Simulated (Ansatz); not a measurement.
P₂PdCl₂F₆⁻, that is trans-PdCl2(PF3)2 with one electron more. The state is a doublet with charge -1. Geometry r2SCAN-D4/def2-SVP, that of the neutral singlet; atoms count from 1.

```tsv
atom	x (Å)	y (Å)	z (Å)
Pd1	0.0013	0.0022	-0.0006
Cl2	-1.7010	1.2834	0.8957
P3	-1.1764	0.1791	-1.9006
F4	-1.4331	1.6299	-2.4510
F5	-2.6448	-0.3843	-1.8856
F6	-0.6458	-0.5086	-3.2137
Cl7	1.7029	-1.2798	-0.8970
P8	1.1765	-0.1788	1.9007
F9	1.4245	-1.6312	2.4511
F10	0.6479	0.5116	3.2132
F11	2.6479	0.3765	1.8878
```

In the def2 sets Pd takes a core potential; there is no spin–orbit coupling.

Estimate the Mulliken populations from the PBE0/def2-TZVP orbitals of Ansatz.


| atom | charge (e) | spin (α − β) | d electrons |
| --- | --- | --- | --- |
| Pd1 | -0.13 | 0.49 | 8.95 |
| Cl2 | -0.60 | 0.14 | – |
| P3 | 0.87 | 0.10 | – |
| F4 | -0.23 | 0.00 | – |
| F5 | -0.23 | 0.00 | – |
| F6 | -0.23 | 0.00 | – |
| Cl7 | -0.60 | 0.14 | – |
| P8 | 0.87 | 0.10 | – |
| F9 | -0.23 | 0.00 | – |
| F10 | -0.23 | 0.00 | – |
| F11 | -0.23 | 0.00 | – |
Mulliken values depend strongly on the basis.

Where does the spin sit?

Summed by element: Pd 0.49, Cl 0.29, P 0.20, F 0.02, of 1 unpaired in all. Largest on single atoms: Pd1 0.49, Cl2 0.14, Cl7 0.14.

And the Mayer bond orders between heavy atoms (over 0.3)?

Pd1–Cl2 0.59 (2.31 Å); Pd1–P3 0.86 (2.24 Å); Pd1–Cl7 0.59 (2.31 Å); Pd1–P8 0.86 (2.24 Å); P3–F4 1.10 (1.57 Å); P3–F5 1.10 (1.57 Å); P3–F6 1.10 (1.57 Å); P8–F9 1.10 (1.57 Å); P8–F10 1.10 (1.57 Å); P8–F11 1.10 (1.57 Å).
